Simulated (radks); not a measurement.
Excited configurations of neutral antimony: one electron is placed in a higher orbital outside [Kr] 4d10 5s2 5p2. The ground configuration is [Kr] 4d10 5s2 5p3. All-electron calculation, scalar-relativistic Kohn-Sham, BLYP, spin-polarised, spherical densities, finite nucleus; open shells are filled with parallel spins first (spin-orbit coupling, left out, can overturn this in heavy ions); Fermi nuclear charge, rms radius 4.6802 fm. Program: a radial shooting solver on a logarithmic mesh with Libxc functionals. Excitation = E - E(ground); binding = E(ion) - E, where the ion is the core of charge +1; n* = 1/sqrt(2 binding) in atomic units, and the quantum defect is n - n*.

| outer orbital | excitation (eV) | binding (eV) | eigenvalue (eV) | <r> (bohr) |
|---|---|---|---|---|
| 5d | 6.711 | 1.965 | -0.589 | 7.497 |
| 6s | 5.391 | 3.284 | -1.802 | 6.543 |
| 6p | 6.512 | 2.163 | -1.123 | 8.826 |
| 6d | 7.450 | 1.225 | -0.617 | 14.80 |
| 7s | 7.034 | 1.642 | -0.962 | 13.27 |
| 7f | 8.264 | 0.412 | -0.278 | 61.38 |

The Delta-SCF ionisation energy is 8.676 eV (NIST Atomic Spectra Database: 8.608 eV, measured). Self-interaction in the functional shifts the binding energies and quantum defects, so they are the method's values and not measured ones. Open shells are spherical and high-spin; term and fine-structure splittings are not resolved. Spin-orbit splitting is averaged out at the scalar-relativistic level.
